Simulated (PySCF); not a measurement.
Ligands exchanged one at a time, Al OH-NH2. Isolated molecules, 0 K electronic values unless said otherwise. One relaxed conformer stands for each flexible species; it need not be the lowest. Strings in code marks are SMILES.

Calculation: TPSSh-D3(BJ)/def2-TZVP // B3LYP-D3(BJ)/def2-TZVP (PySCF). All candidates: neutral, multiplicity 1. Delta-SCF ions had no search for a lower state. Excitations are Tamm–Dancoff values on a coarser integration grid. The basis has no diffuse functions, so Rydberg states are missing or too high.

```
Property                                 Result
--------------------------------------  -------
HOMO–LUMO gap                           6.05 eV
vertical ionisation energy (Delta-SCF)  9.57 eV
S1 excitation (TDA)                     5.52 eV
```

Say which member has these values.
A) `[NH2][Al]([NH2])[NH2]`
B) `[NH2][Al]([OH])[OH]` (O–Al–O–H torsion 0°, O–Al–O–H torsion -180°)
C) `[OH][Al]([OH])[OH]`
D) `[NH2][Al]([NH2])[OH]` (N–Al–O–H torsion 0°)

B, `[NH2][Al]([OH])[OH]` (O–Al–O–H torsion 0°, O–Al–O–H torsion -180°). The others give `[NH2][Al]([NH2])[OH]` (N–Al–O–H torsion 0°): 5.86 eV, 8.79 eV, 5.33 eV; `[OH][Al]([OH])[OH]`: 7.31 eV, 10.93 eV, 6.69 eV; `[NH2][Al]([NH2])[NH2]`: 5.93 eV, 8.47 eV, 5.42 eV
